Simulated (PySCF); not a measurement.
Assignment exercise: C4H10O2Si

Mapped SMILES: `[CH3:1][CH:2]([CH3:3])[O:4][C:5](=[O:6])[SiH3:7]`; H(Xn) means a hydrogen on atom n.

All values are calculated (PySCF 2.14.0 with density-fitted response routines): geometry from GFN2-xTB, GIAO PBE0/pcSseg-1 shieldings. Non-relativistic, one computed conformer, isolated molecule, one averaged value for each set of equivalent atoms.

δ = σ(ref) − σ, references computed at the same level: $^{13}$C, $^{1}$H vs TMS.

**Question.** Assign these signals to the numbered atoms. $^{13}$C{$^{1}$H} NMR (computed): δ 186.2, 68.8, 23.9.

**Answer.** 
| δ (ppm) | atoms | environment | reason |
| --- | --- | --- | --- |
| 186.2 | C5 | carbonyl carbon | – |
| 68.8 | C2 | sp3 CH bonded to O | the inductive effect lowers its shielding |
| 23.9 | C1/C3 | methyl carbon | aliphatic region, no heteroatom directly attached |

**Question.** Assign these signals to the numbered atoms. $^{1}$H NMR (600 MHz, computed): δ 5.30 (sept, 1H), 4.06 (s, 3H), 1.31 (d, 6H).

**Answer.** 
```tsv
δ (ppm)	atoms	environment	reason
5.30	H(C2)	hydrogen on an sp3 CH bonded to O	its carbon carries O, hence the downfield position
4.06	H(Si7)	hydrogen on a silicon bonded to C	–
1.31	H(C1)/H(C3)	hydrogen on a methyl carbon	–
```

Shifts are as computed. Against solution values, carbons near 30 ppm lie about +3 ppm off and those near 130 ppm about +5 ppm. Of 1211 compounds with measured shifts, 218 miss one by over three times the rms of a fit or turn the order of signals round; such compounds aren't used in these exercises. Multiplicities follow the n + 1 count of equivalent neighbours, as no J values were calculated; m marks all less simple cases, F and P coupling included.
